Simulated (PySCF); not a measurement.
Geometry:
| atom | x (Å) | y (Å) | z (Å) |
| --- | --- | --- | --- |
| C1 | 2.509 | 0.561 | 0.168 |
| C2 | 1.076 | 0.246 | -0.232 |
| F3 | 1.060 | 0.132 | -1.637 |
| C4 | 0.630 | -1.100 | 0.332 |
| C5 | -0.774 | -1.489 | -0.121 |
| F6 | -1.002 | -2.798 | 0.282 |
| C7 | -1.882 | -0.617 | 0.458 |
| C8 | -1.861 | 0.794 | -0.126 |
| Si9 | -0.189 | 1.633 | 0.198 |
| H10 | 2.828 | 1.486 | -0.304 |
| H11 | 2.574 | 0.675 | 1.246 |
| H12 | 3.179 | -0.238 | -0.147 |
| H13 | 1.319 | -1.884 | 0.005 |
| H14 | 0.658 | -1.055 | 1.423 |
| H15 | -0.827 | -1.506 | -1.217 |
| H16 | -2.839 | -1.101 | 0.243 |
| H17 | -1.768 | -0.581 | 1.545 |
| H18 | -2.046 | 0.737 | -1.200 |
| H19 | -2.680 | 1.371 | 0.302 |
| H20 | 0.049 | 2.777 | -0.679 |
| H21 | -0.024 | 1.975 | 1.615 |

- GIAO PBE0/pcSseg-1 shieldings
- GFN2-xTB geometry
- code: PySCF 2.14.0 with density-fitted response routines
- no solvent, rapidly exchanging positions averaged, one conformer, no relativistic terms

Task: List the cross peaks expected in HSQC, COSY and HMBC spectra.

Result: 

HSQC (one-bond C–H):
| δH | δC |
| --- | --- |
| 4.95 (H15) | 94.0 (C5) |
| 2.58 (H16) | 35.0 (C7) |
| 2.56 (H13) | 50.8 (C4) |
| 1.56 (H14) | 50.8 (C4) |
| 1.53 (H10/H11/H12) | 28.7 (C1) |
| 1.52 (H17) | 35.0 (C7) |
| 1.09 (H18) | 5.7 (C8) |
| 1.06 (H19) | 5.7 (C8) |

COSY cross peaks (H two or three bonds apart, from the bond graph; peaks can be absent where the dihedral angle is near 90°):
| δH | δH |
| --- | --- |
| 4.95 (H15) | 2.58 (H16) |
| 4.95 (H15) | 2.56 (H13) |
| 4.95 (H15) | 1.56 (H14) |
| 4.95 (H15) | 1.52 (H17) |
| 4.02 (H20) | 3.89 (H21) |
| 4.02 (H20) | 1.09 (H18) |
| 4.02 (H20) | 1.06 (H19) |
| 3.89 (H21) | 1.09 (H18) |
| 3.89 (H21) | 1.06 (H19) |
| 2.58 (H16) | 1.52 (H17) |
| 2.58 (H16) | 1.09 (H18) |
| 2.58 (H16) | 1.06 (H19) |
| 2.56 (H13) | 1.56 (H14) |
| 1.52 (H17) | 1.09 (H18) |
| 1.52 (H17) | 1.06 (H19) |
| 1.09 (H18) | 1.06 (H19) |

HMBC (two and three bonds, from the bond graph):
| δH | δC |
| --- | --- |
| 4.95 (H15) | 93.8 (C2), 50.8 (C4), 35.0 (C7), 5.7 (C8) |
| 4.02 (H20) | 93.8 (C2), 50.8 (C4), 35.0 (C7), 28.7 (C1), 5.7 (C8) |
| 3.89 (H21) | 93.8 (C2), 50.8 (C4), 35.0 (C7), 28.7 (C1), 5.7 (C8) |
| 2.58 (H16) | 94.0 (C5), 50.8 (C4), 5.7 (C8) |
| 2.56 (H13) | 94.0 (C5), 93.8 (C2), 35.0 (C7), 28.7 (C1) |
| 1.56 (H14) | 94.0 (C5), 93.8 (C2), 35.0 (C7), 28.7 (C1) |
| 1.53 (H10/H11/H12) | 93.8 (C2), 50.8 (C4) |
| 1.52 (H17) | 94.0 (C5), 50.8 (C4), 5.7 (C8) |
| 1.09 (H18) | 94.0 (C5), 93.8 (C2), 35.0 (C7) |
| 1.06 (H19) | 94.0 (C5), 93.8 (C2), 35.0 (C7) |

Referencing at the same level of theory: 1H (σ = 31.72 ppm) and 13C (σ = 186.93 ppm) vs TMS.

Short H···H contacts in this conformer between protons four or more bonds apart (candidates for NOE cross peaks, intensity ∝ r⁻⁶): H14···H17 2.48 Å, H12···H13 2.49 Å, H15···H18 2.55 Å, H11···H14 2.59 Å.

Shifts are as computed. Against solution values, carbons near 30 ppm lie about +3 ppm off and those near 130 ppm about +5 ppm. Of 1309 compounds with measured shifts, 239 miss one by over three times the rms of a fit or turn the order of signals round; such compounds aren't used in these exercises.
